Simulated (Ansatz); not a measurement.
This geometry of C₂H₈SiSnTe (13 atoms, charge 0, multiplicity 1) is a first-order saddle point.

Computed with RKS PBE0-D4/def2-SVP in Ansatz.

```xyz
13
Properties=species:S:1:pos:R:3
C -1.536 -0.499 0.038
C -0.150 0.050 -0.250
Si 1.232 -1.231 -0.379
Sn 0.358 1.938 0.670
Te -0.119 1.552 -1.953
H -1.871 -1.180 -0.764
H -2.296 0.293 0.129
H -1.539 -1.078 0.979
H 0.619 -2.598 -0.307
H 2.198 -1.105 0.761
H 2.010 -1.122 -1.648
H -0.852 2.713 1.590
H 1.966 2.235 1.149
```

(1) Which two structures does it join? (They come from a converged band through this point; their orientation in space is the band's.)

(2) How far does it lie above each of them?

Answers

(1) No bond is made or broken. The dihedral Te5–C2–Si3–H11 goes from -65 to 56°. The two ends are copies of one structure, up to a mirror image or an exchange of like atoms.

First end point:

```xyz
13
Properties=species:S:1:pos:R:3
C -1.560 -0.475 -0.151
C -0.143 0.057 -0.223
Si 1.236 -1.199 -0.386
Sn 0.343 1.831 0.904
Te 0.155 1.677 -1.785
H -1.810 -1.069 -1.047
H -2.311 0.326 -0.076
H -1.679 -1.135 0.727
H 1.127 -2.221 0.708
H 2.563 -0.521 -0.275
H 1.151 -1.915 -1.698
H -0.944 2.580 1.734
H 1.892 2.029 1.584
```

Last end point:

```xyz
13
Properties=species:S:1:pos:R:3
C -1.550 -0.519 0.073
C -0.167 0.030 -0.212
Si 1.225 -1.210 -0.389
Sn 0.377 1.927 0.658
Te -0.086 1.473 -1.963
H -1.878 -1.207 -0.724
H -2.314 0.270 0.152
H -1.550 -1.086 1.021
H 1.024 -2.067 -1.601
H 1.262 -2.108 0.815
H 2.536 -0.503 -0.494
H -0.840 2.746 1.527
H 1.980 2.220 1.153
```

(2) 0.162 eV above the first and 0.163 eV above the second. This is the barrier of this one path; another mechanism may lie lower.

The run took 6 min on 2 threads of Arm Neoverse V1, on a shared host, peak memory 0.48 GiB.
